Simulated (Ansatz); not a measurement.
Cost and result for the atomization energy of `N#CCB(O)F` (9 atoms, 8 bonds).

```xyz
9

N     1.893   -1.672    1.381
C     1.015   -0.980    1.111
C    -0.085   -0.106    0.763
B    -0.186    0.268   -0.769
O    -1.060    1.225   -1.134
F     0.553   -0.353   -1.680
H    -0.022    0.814    1.353
H    -1.027   -0.582    1.059
H    -1.081    1.387   -2.083
```

Charge 0, multiplicity 1. The geometry is a stationary point of PBE0-D4/def2-TZVP. It is one conformer, not always the lowest. Program: Ansatz. All runs use 4 threads of an Arm Neoverse V1 on a shared host. Times are those of one run each, without the atoms' runs, and a repeat can differ threefold. Electronic energies, without spin–orbit coupling; frozen cores. CCSD(T)/CBS adds CCSD(T) − MP2 in def2-TZVPP to the MP2 limit, and its time is that of the two runs behind it. T1 = 0.013. B3LYP takes the VWN-RPA correlation (the form of Gaussian; ORCA's B3LYP/G).

CCSD(T)/CBS is a level of theory with its own doubt, some kJ/mol a heavy atom from the limit and from the frozen cores, so smaller differences don't rank the functionals.

| level | functions | wall time |
| --- | --- | --- |
| PBE0-D4/def2-TZVPP | 228 | 2.5 s |
| BHLYP-D4/def2-TZVPP | 228 | 2.6 s |
| CAM-B3LYP-D4/def2-TZVPP | 228 | 2.9 s |
| B3LYP-D4/def2-TZVPP (with forces) | 228 | 4 s |
| r2SCANh-D4/def2-TZVPP | 228 | 4.5 s |
| r2SCAN-D4/def2-TZVPP (with forces) | 228 | 4.5 s |
| PBE-QIDH/def2-TZVPP | 228 | 5 s |
| CCSD(T)/def2-SVP | 99 | 5.5 s |
| ωB97X-V/def2-TZVPP | 228 | 6.5 s |
| ωB97M-V/def2-TZVPP (with forces) | 228 | 10 s |
| MP2/def2-QZVPP | 432 | 19 s |
| CCSD(T)/def2-TZVPP | 228 | 2.5 min |
| CCSD(T)/CBS(def2) | – | 2.9 min |

(1) What atomization energy does each give, and how far from CCSD(T)/CBS? (An estimate is asked.)

Results:

(1) The calculation gave: 
| level | atomization (kJ/mol) | difference from CCSD(T)/CBS | per bond |
| --- | --- | --- | --- |
| PBE0-D4/def2-TZVPP | 4209.6 | 34.5 | 4.3 |
| BHLYP-D4/def2-TZVPP | 4011.6 | -163.5 | -20.4 |
| CAM-B3LYP-D4/def2-TZVPP | 4215.2 | 40.1 | 5.0 |
| B3LYP-D4/def2-TZVPP (with forces) | 4189.6 | 14.5 | 1.8 |
| r2SCANh-D4/def2-TZVPP | 4157.7 | -17.4 | -2.2 |
| r2SCAN-D4/def2-TZVPP (with forces) | 4200.0 | 24.9 | 3.1 |
| PBE-QIDH/def2-TZVPP | 4168.2 | -6.9 | -0.9 |
| CCSD(T)/def2-SVP | 3993.9 | -181.2 | -22.6 |
| ωB97X-V/def2-TZVPP | 4188.3 | 13.2 | 1.6 |
| ωB97M-V/def2-TZVPP (with forces) | 4208.2 | 33.1 | 4.1 |
| MP2/def2-QZVPP | 4288.6 | 113.5 | 14.2 |
| CCSD(T)/def2-TZVPP | 4064.8 | -110.3 | -13.8 |
| CCSD(T)/CBS(def2) | 4175.1 | 0.0 | 0.0 |

Leaving LDA and LC-ωPBE aside and taking each functional with its dispersion term where it has one, the values, not all of them listed here, spread over 328.4 kJ/mol, from BHLYP-D4 to PBE-D4. LDA lies +545.4 kJ/mol from PBE without D4, its usual overbinding. From BLYP to BHLYP (50 % exact exchange), in def2-TZVPP and without D4, the atomization energy moves by −197.2 kJ/mol: exact exchange takes away binding that semilocal exchange gives to molecules. At CCSD(T), def2-SVP lies −181.2 kJ/mol from the extrapolated value and def2-TZVPP −110.3 kJ/mol: correlation converges slowly with the basis, and small sets miss more of it in the bonded molecule than in its fragments.
